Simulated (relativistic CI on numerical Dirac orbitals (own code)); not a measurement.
## Electric-dipole transitions in C4+

Method of calculation: Dirac-Coulomb-Breit CI, KLI orbitals optimised for each configuration, model QED (radiative potential, 1s self-energy scaled to tabulated hydrogen-like ionisation energies), valence Slater integrals scaled by 0.85, P86 correlation energy added to each configuration (own radial code, finite nucleus).

CI space: 1s2, 1s 2s, 1s 2p, 1s 3s, 1s 3p, 1s 3d, 1s 4s, 1s 4p, 1s 4d, 1s 4f, 1s 5s, 1s 5p, 1s 5d, 1s 5f, 1s 5g, 1s 6s, 1s 6p, 1s 6d. Levels of other configurations are missing.

```csv
λ vac (nm),Lower,Upper,A (s⁻¹),E lower (eV),E upper (eV)
4.0343,1s2 1S_0 [1],1s 2p 1P°_1 [7],9.36e+11,0.000,307.327
22.746,1s 2s 3S_1 [2],1s 3p 3P°_2 [12],1.29e+10,298.466,352.975
25.099,1s 2p 3P°_1 [4],1s 3d 3D_2 [14],3.10e+10,304.069,353.468
25.099,1s 2p 3P°_1 [4],1s 3d 3D_1 [13],1.73e+10,304.069,353.468
25.100,1s 2p 3P°_0 [5],1s 3d 3D_1 [13],2.30e+10,304.071,353.468
25.106,1s 2p 3P°_2 [6],1s 3d 3D_3 [15],4.14e+10,304.086,353.469
26.853,1s 2p 1P°_1 [7],1s 3d 1D_2 [16],3.99e+10,307.327,353.499
50.150,1s 3d 3D_3 [15],1s 5f 3F°_4 [44],3.03e+09,353.469,378.192
72.047,1s 3p 3P°_1 [10],1s 4d 3D_2 [24],3.20e+09,352.970,370.179
72.064,1s 3p 3P°_2 [12],1s 4d 3D_3 [25],4.28e+09,352.975,370.180
72.627,1s 3d 3D_2 [14],1s 4f 1F°_3 [31],2.44e+09,353.468,370.539
72.630,1s 3d 3D_1 [13],1s 4f 3F°_2 [29],7.95e+09,353.468,370.539
72.631,1s 3d 3D_2 [14],1s 4f 3F°_3 [28],5.97e+09,353.468,370.538
72.634,1s 3d 3D_3 [15],1s 4f 3F°_4 [30],9.46e+09,353.469,370.539
72.758,1s 3d 1D_2 [16],1s 4f 1F°_3 [31],6.64e+09,353.499,370.539
72.762,1s 3d 1D_2 [16],1s 4f 3F°_3 [28],2.81e+09,353.499,370.538
76.393,1s 3p 1P°_1 [17],1s 4d 1D_2 [26],4.56e+09,353.966,370.196
154.73,1s 4d 3D_1 [23],1s 5f 3F°_2 [43],1.55e+09,370.179,378.192
154.74,1s 4d 3D_2 [24],1s 5f 3F°_3 [42],1.22e+09,370.179,378.192
154.74,1s 4d 3D_3 [25],1s 5f 3F°_4 [44],1.85e+09,370.180,378.192
155.06,1s 4d 1D_2 [26],1s 5f 1F°_3 [47],1.37e+09,370.196,378.192
155.50,1s 4p 3P°_1 [20],1s 5d 3D_2 [38],6.64e+08,369.933,377.907
155.53,1s 4p 3P°_2 [22],1s 5d 3D_3 [39],8.87e+08,369.935,377.907
162.00,1s 4f 3F°_3 [28],1s 5g 3G_4 [45],2.53e+09,370.538,378.192
162.00,1s 4f 3F°_2 [29],1s 5g 3G_3 [46],2.44e+09,370.539,378.192
162.00,1s 4f 3F°_4 [30],1s 5g 3G_5 [48],2.66e+09,370.539,378.192
162.01,1s 4f 1F°_3 [31],1s 5g 1G_4 [49],2.56e+09,370.539,378.192
164.35,1s 4p 1P°_1 [27],1s 5d 1D_2 [40],1.01e+09,370.372,377.916
285.60,1s 5p 3P°_2 [36],1s 6d 3D_3 [57],2.65e+08,377.769,382.110
301.29,1s 5p 1P°_1 [41],1s 6d 1D_2 [58],3.22e+08,378.001,382.116
```

Terms are leading LS components. Brackets give the number of a level in order of energy, since labels repeat. The list gives strong lines, with weight on those to low levels, without lines whose two gauges differ by over a factor of 2.5, and without 1 line that miss the measured interval by over 7 %, start from a term whose rates miss tabulated ones by over 60 %, have gauges far apart or, lacking measured levels, span too small a gap for the errors found; lines with a level outside our table were not tested and can miss by more. Levels whose partners in the same complex of configurations lie outside the list can be far off, and so can their lines. Rates are taken at the computed energies, electric ones in the length gauge.

14 of the 14 excited levels that our extract of the measured tables holds in this range could be paired (the sources list more); they are missed by 4744 cm⁻¹ on average and 10454 at most, and levels without a partner can miss by more.

Q: From the table, what is the radiative lifetime of 1s 3d 3D_1?

A: The listed rates from this level add up to about 4.03e+10 s⁻¹, 97 % of its decay; with all channels τ = 2.41e-11 s.
